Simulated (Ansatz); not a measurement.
C$_{2}$H$_{5}$AlFNS (`FC1N[CH2][AlH][S]1`), 11 atoms. Total charge 0; spin multiplicity 1. All runs use 4 threads of a server CPU on a shared host. Correlated methods freeze the cores.

**Question.** How many basis functions does each run have, and how long does it take in Ansatz? RKS r2SCAN-D4/def2-TZVPP energy and forces; RKS ωB97M-V/def2-QZVPP energy; RHF-MP2/def2-QZVPP energy; direct RPA on PBE orbitals/def2-TZVPP energy; RHF-CCSD(T)/def2-TZVPP energy; RKS ωB97X-V/def2-TZVPP energy; RKS BLYP-D4/def2-TZVPP energy; RKS PBE0-D4/def2-SVP energy; RKS HSE06 (plane-wave form)-D4/def2-TZVPP energy; RKS PBE0-D4/def2-QZVPP energy; RKS PBE0-D4/def2-TZVP frequencies; RKS ωB97M-V/def2-SVP energy. (An estimate is asked.)

**Answer.** Ansatz gave: Other jobs shared the machine, so times are rough.

```csv
level,job,functions,wall time,peak host memory (GiB)
RKS PBE0-D4/def2-SVP,energy,117,2 s,0.29
RKS BLYP-D4/def2-TZVPP,energy,278,3 s,0.46
RKS HSE06 (plane-wave form)-D4/def2-TZVPP,energy,278,5.5 s,0.92
RKS r2SCAN-D4/def2-TZVPP,energy and forces,278,6.5 s,0.49
direct RPA on PBE orbitals/def2-TZVPP,energy,278,7 s,0.81
RKS ωB97M-V/def2-SVP,energy,117,7 s,0.42
RKS ωB97X-V/def2-TZVPP,energy,278,11 s,1
RKS PBE0-D4/def2-QZVPP,energy,518,17 s,2.3
RKS ωB97M-V/def2-QZVPP,energy,518,27 s,2.8
RHF-MP2/def2-QZVPP,energy,518,37 s,4
RHF-CCSD(T)/def2-TZVPP,energy,278,3.2 min,7.8
RKS PBE0-D4/def2-TZVP,frequencies,228,4.9 min,0.79
```
